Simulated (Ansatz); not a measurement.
Relaxation of ClH$_{5}$OSn (8 atoms, charge 0, multiplicity 1), to a largest force component of 0.03 eV/Å in at most 50 steps.

Theory: RKS PBE/def2-SVP in Ansatz.

```xyz
8
Properties=species:S:1:pos:R:3
Sn 0.437 -0.249 -0.423
O -0.650 -0.169 2.540
H -1.244 -0.940 2.633
H 1.229 -0.337 -1.962
H 0.445 1.355 0.188
H -1.092 -1.035 -0.483
Cl 1.874 -1.588 0.972
H 0.242 -0.582 2.679
```

Problem. Where does it end, and by what steps?

Solution. The run converged. After 6 steps the energy has fallen by 0.023 eV; H8 moved furthest, 0.14 Å.

```csv
step,energy less start (eV),largest force component (eV/Å),accepted
0,0.0000,0.475,yes
1,-0.0070,0.246,yes
2,-0.0042,0.547,no
3,-0.0194,0.389,yes
4,-0.0199,0.236,yes
5,-0.0225,0.035,yes
6,-0.0227,0.006,yes
```

```xyz
8
Properties=species:S:1:pos:R:3
Sn 0.402 -0.224 -0.343
O -0.586 -0.201 2.447
H -1.220 -0.941 2.508
H 1.195 -0.401 -1.876
H 0.443 1.410 0.178
H -1.134 -1.001 -0.402
Cl 1.864 -1.530 1.071
H 0.277 -0.657 2.561
```

Run time: 14 s on 1 thread of AMD EPYC 7B13 (Zen 3) (shared host), peak memory 0.14 GiB.
